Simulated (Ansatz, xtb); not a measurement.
## CH4F3NSn: which of two isomers lies lower

Structure a is `N[CH2][Sn]([F])([F])[F]`, a singlet and structure b is `FC[NH][SnH]([F])[F]`, a singlet. Both are isolated molecules in the gas phase, relaxed with PBE0-D4/def2-SVP; the shapes shown needn't be the lowest conformers.

a (Å):

```yaml
atoms:
  - { symbol: C, position_ang: [-1.4411, 1.4528, 0.2640] }
  - { symbol: F, position_ang: [1.1516, 0.9732, 2.6846] }
  - { symbol: F, position_ang: [1.5200, -0.6390, 0.1331] }
  - { symbol: F, position_ang: [-0.8337, -1.2235, 1.9952] }
  - { symbol: N, position_ang: [-2.7163, 1.1843, 0.7971] }
  - { symbol: Sn, position_ang: [0.1653, 0.2334, 1.1974] }
  - { symbol: H, position_ang: [-2.8453, 1.4902, 1.7564] }
  - { symbol: H, position_ang: [-3.0122, 0.2163, 0.7118] }
  - { symbol: H, position_ang: [-1.1409, 2.4998, 0.4026] }
  - { symbol: H, position_ang: [-1.3724, 1.2049, -0.8043] }
```

b (Å):

```yaml
atoms:
  - { symbol: C, position_ang: [-0.2485, 0.0731, -0.4933] }
  - { symbol: F, position_ang: [0.6481, 0.3879, 0.5094] }
  - { symbol: F, position_ang: [0.4314, 2.5182, -2.5418] }
  - { symbol: F, position_ang: [3.1796, 1.2926, -2.0266] }
  - { symbol: N, position_ang: [0.3798, -0.4079, -1.6680] }
  - { symbol: Sn, position_ang: [1.4468, 0.8974, -2.7799] }
  - { symbol: H, position_ang: [-0.9297, -0.6972, -0.0928] }
  - { symbol: H, position_ang: [-0.8153, 0.9883, -0.7265] }
  - { symbol: H, position_ang: [0.7999, -1.3269, -1.5498] }
  - { symbol: H, position_ang: [1.6726, 0.5426, -4.4231] }
```

Task: Which of the two would you expect CCSD(T)/def2-SVP + ΔMP2/def2-TZVPP electronic energies to favour?

Result: Structure a; the calculation gives E(b) − E(a) = +80.0 kJ/mol.

Level by level:

```csv
level,geometry,E(b) − E(a) (kJ/mol),departure from the last row (kJ/mol),"job, with rough time for the two"
PBE0-D4/def2-SVP,PBE0-D4/def2-SVP,+75.5,−4.5,"optimisation, 69 s"
HF/def2-SVP,PBE0-D4/def2-SVP,+50.0,−30.0,part of the CCSD(T) run
MP2/def2-SVP,PBE0-D4/def2-SVP,+73.1,−6.9,part of the CCSD(T) run
CCSD(T)/def2-SVP,PBE0-D4/def2-SVP,+65.5,−14.5,single point
CCSD(T)/def2-SVP + ΔMP2/def2-TZVPP,PBE0-D4/def2-SVP,+80.0,,"single point, 76 s"
```

As drawn, b has 1 C–F, 1 N–Sn, 1 Sn–H in place of 1 C–Sn, 1 F–Sn, 1 N–H.

The levels shown agree on the order. The largest departure from CCSD(T)/def2-SVP + ΔMP2/def2-TZVPP is that of HF/def2-SVP, 30.0 kJ/mol. Levels run at GFN2-xTB geometries aren't shown. The last row adds to CCSD(T) the change of the MP2 difference between the two basis sets, here +14.5 kJ/mol, a large step that makes the value less sure.

With thermal terms from frequencies at re-optimised GFN2-xTB minima (ideal gas, soft modes damped towards free rotors, one conformer each, 298.15 K, 1 atm): the zero-point term adds −14.8 kJ/mol; ΔH is +64.3 and ΔG +68.5 kJ/mol.

The correlated steps freeze 9 core orbitals; the filled d shell of Sn is correlated, in a basis made for valence electrons. Atoms past krypton carry core potentials in the def2 sets and no spin–orbit term is included. Programs: Ansatz 0.2.0, xtb 6.7.1; the last row on 2 threads of Arm Neoverse V2 on a shared host.
